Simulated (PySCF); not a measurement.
Isomers C3H9NO3Si:

A. `O(CC=C)[Si](N)(O)O`
B. `CO[SiH](NC=O)OC`
C. `CN[SiH2]OCC(=O)O`

Spectrum 1. 1H NMR (500 MHz, computed): δ 8.28 (s, 1H), 5.11 (s, 1H), 4.86 (br s, 1H), 4.08 (s, 6H). 13C{1H} NMR (computed): δ 168.9 (CH), 53.2 (CH3).

Spectrum 2. 1H NMR (500 MHz, computed): δ 6.23 (br s, 1H), 5.01 (s, 2H), 4.66 (s, 2H), 2.66 (s, 3H), 1.55 (br s, 1H). 13C{1H} NMR (computed): δ 179.4 (C), 65.1 (CH2), 27.5 (CH3).

Spectrum 3. 1H NMR (500 MHz, computed): δ 6.14 (m, 1H), 5.74 (m, 1H), 5.49 (m, 1H), 4.74 (d, 2H), 1.90 (br s, 2H), 0.34 (br s, 2H). 13C{1H} NMR (computed): δ 145.0 (CH), 117.1 (CH2), 67.4 (CH2).

[PySCF 2.14.0 with density-fitted response routines: geometry: GFN2-xTB; GIAO PBE0/pcSseg-1 shieldings; isolated molecule; non-relativistic Hamiltonian; fast rotation and ring inversion assumed for equivalent nuclei; a single conformation]

Referencing at the same level of theory: 1H (σref 31.72) and 13C (σref 186.93) against TMS. Where no couplings were computed, multiplicities follow the n + 1 count of equivalent neighbours, and m marks all less simple cases (inequivalent or close neighbours, rings, F or P nearby). Acid and N–H amide carbonyl carbons lie up to 10 ppm further downfield in solution (hydrogen bonding). Shifts are as computed. Against solution values, carbons near 30 ppm lie about +3 ppm off and those near 130 ppm about +5 ppm. Of 1309 compounds with measured shifts, 239 miss one by over three times the rms of a fit or turn the order of signals round; such compounds aren't used in these exercises. OH and NH positions are gas-phase values without hydrogen bonding to other molecules.

Problem. Which spectrum belongs to which compound?

Solution. 1–B, 2–C, 3–A.

- Spectrum 1 (B): 2 13C signals; δC 168.9 is an amide carbonyl carbon; δC 53.2 is a methyl carbon bonded to O.
- Spectrum 2 (C): 3 13C signals; δC 179.4 is a carboxylic acid carbon; δC 65.1 is an sp3 CH2 bonded to O, α to a carbonyl.
- Spectrum 3 (A): 3 13C signals; δC 145.0 is an alkene CH; δC 117.1 is a terminal =CH2 carbon.
